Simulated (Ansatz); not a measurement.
Wavefunction ladder for CH5FN2OSi (`N[Si@@H]1N[C@@]1(O)F`)

```xyz
11

N     1.9082    0.6811    0.5299
Si    0.4518    0.6926   -0.3248
N    -1.0010    0.4102    0.4947
C    -0.8209   -0.6400   -0.4637
O    -0.7122   -1.9319   -0.0252
F    -1.7788   -0.6021   -1.4700
H     2.7364    1.1255    0.1726
H     2.0937    0.0389    1.2818
H     0.5718    1.7139   -1.3877
H    -1.8769    0.7288    0.8808
H    -1.5720   -2.2170    0.3118
```

Total charge 0; spin multiplicity 1. The structure was optimised at the PBE0-D4/def2-TZVP level. It is one conformer, not always the lowest. Frozen core, restricted reference, the Gaussian-basis code of Ansatz. CBS rows extrapolate triple and quadruple zeta; past MP2 they add the triple-zeta difference.

```
     basis     HF (Eh)  MP2 corr.
def2-TZVPP  -613.06791   -1.18238
def2-QZVPP  -613.09235   -1.27675
```

**Question.** Estimate the CCSD correlation energy and the (T) correction in each basis where they were run (hartree).

**Answer.** 
```json
{"basis": "def2-TZVPP", "CCSD corr.": "-1.20657", "(T)": "-0.04710"}
{"basis": "CBS(def2)", "CCSD corr.": "-1.37085", "(T)": "as TZ"}
```
